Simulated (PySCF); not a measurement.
hydrogen sulfate (HO₄S), SMILES O=S(=O)([O-])O, charge -1.

Geometry: PBE0-D3(BJ)/def2-SVPD. The values are those of a single conformer.

Computed with r2SCAN/def2-SVPD run with PySCF.

Gas-phase values at a fixed geometry.

Computed frontier levels, gap, dipole moment and polarisability:
```yaml
highest_occupied_level: -1.37 eV
lowest_empty_level: 4.11 eV
orbital_gap: 5.48 eV
dipole_moment_about_the_centre_of_nuclear_charge: 2.39 D
mean_static_polarisability: 43.4 bohr³ (6.43 Å³)
polarisability_principal_values: 42.1, 43.1, 45.0 bohr³
```
